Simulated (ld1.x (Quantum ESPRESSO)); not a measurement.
# Sr (Z = 38), TM semilocal: configuration errors across variants

```
Element                 : strontium (Sr)
Generator               : ld1.x (Quantum ESPRESSO) 7.5
Type                    : norm-conserving Troullier–Martins (semilocal form)
Functional              : PBE
Relativity              : scalar-relativistic
Frozen core             : [Ar] 3d10 4s2
Valence charge          : 8
Reference configuration : 4p6 4d0 5s0 5p0 (charge +2)
Partial waves           : 4p (bound): rc 1.35 bohr; 4d (bound, empty): rc 3.40 bohr; 5s (bound, empty): rc 3.00 bohr
Local potential         : the s channel
Core correction         : none
```

All-electron excitation energies from the reference (eV): (1) 4p6 4d0 5s2 5p0 -16.892; (2) 4p6 4d0 5s1 5p0 -11.007; (3) 4p6 4d0 5s1.5 5p0 -14.553; (4) 4p6 4d0 5s0 5p1 -8.070; (5) 4p6 4d0 5s1 5p1 -14.593; (6) 4p6 4d1 5s0 5p0 -9.243; (7) 4p5 4d0 5s2 5p0 11.417.

A semilocal file is local in each channel, so a ghost entry of none says nothing of the separable form that plane-wave codes build from it.

Tests that are not counted but printed errors over 1 eV. “wave 5s (bound): rc 3.00 bohr becomes 5s (bound): rc 1.92 bohr”: 4p5 4d0 5s2 5p0 (solver errors, printed error -11.9 eV).

A true bound ghost makes a file unfit for plane-wave use even where its test errors are small: the radial tests pick states by their node count and pass the ghost by. Where a test does run into it, the solver fails or the error is huge.

Errors AE − PS in meV (a dash: test not solved or not reliable):

```csv
change,(1),(2),(3),(4),(5),(6),(7),bound ghosts
base,+84,+29,+57,+18,+51,+28,-195,none
wave 5s (bound): rc 3.00 bohr becomes 5s (bound): rc 1.92 bohr,+323,+127,+230,+18,+158,+28,–,s (extra level of the local part)
wave 5s (bound): rc 3.00 bohr becomes 5s (bound): rc 2.50 bohr,+114,+36,+75,+18,+62,+28,+31,s (extra level of the local part)
wave 5s (bound): rc 3.00 bohr becomes 5s (bound): rc 3.18 bohr,+82,+29,+57,+18,+51,+28,-223,none
wave 5s (bound): rc 3.00 bohr becomes 5s (bound): rc 3.60 bohr,+82,+29,+56,+18,+51,+28,-217,none
wave 5s (bound): rc 3.00 bohr becomes 5s (bound): rc 4.16 bohr,+83,+24,+53,+18,+51,+28,-145,none
wave 5s (bound): rc 3.00 bohr becomes 5s (bound): rc 4.48 bohr,+83,+20,+50,+18,+51,+28,-111,none
```

(1) Give the same row for: wave 5s (bound): rc 3.00 bohr becomes 5s (bound): rc 2.80 bohr.

## Answers

(1) +87, +29, +59, +18, +52, +28, -158; bound ghosts: none.
